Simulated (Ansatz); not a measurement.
Consider the formal exchange of groups at the Al–N bond: `C=C=[N][AlH2]` + `C=[CH][SnH3]` → `[AlH2]/[CH]=[CH]/[SnH3]` + `C=C=N`.

Computed with Ansatz on PBE0-D4/def2-TZVP structures; ΔE is electronic, products minus reactants. CBS: MP2 limit from def2 TZ/QZ plus the TZ coupled-cluster correction, frozen cores. This one scheme is used for every species. DFT in def2-TZVPP. B3LYP here is the variant with VWN-RPA as its local correlation; programs differ in this. Elements past krypton have def2 core potentials. For Sn outer-core shells are correlated without core-valence functions, which leaves a few kJ/mol of doubt a bond. Each species was taken in one conformer, which may not be the lowest.

| level | ΔE (kcal/mol) | difference from CCSD(T)/CBS |
| --- | --- | --- |
| r2SCAN-D4 | 28.7 | 0.9 |
| PBE0-D4 | 27.3 | -0.5 |
| B3LYP-D4 | 28.8 | 1.0 |
| B2PLYP | 29.4 | 1.6 |
| r2SCAN | 28.8 | 1.0 |
| B3LYP | 29.4 | 1.6 |
| CCSD/def2-TZVPP | 28.2 | 0.4 |
| SCS-MP2/def2-QZVPP | 29.2 | 1.4 |
| HF/CBS(def2) | 31.5 | 3.7 |
| MP2/CBS(def2) | 29.3 | 1.5 |
| CCSD(T)/CBS | 27.8 | 0 |

Largest T1 diagnostic among the species: 0.015.

In def2-TZVPP, CCSD(T) changes the Hartree–Fock value by −3.7 kcal/mol (the triples alone add −0.5 kcal/mol) and MP2 by −2.2 kcal/mol. From PBE to PBE0 (25 % exact exchange), in def2-TZVPP and without D4, ΔE moves by +0.8 kcal/mol.
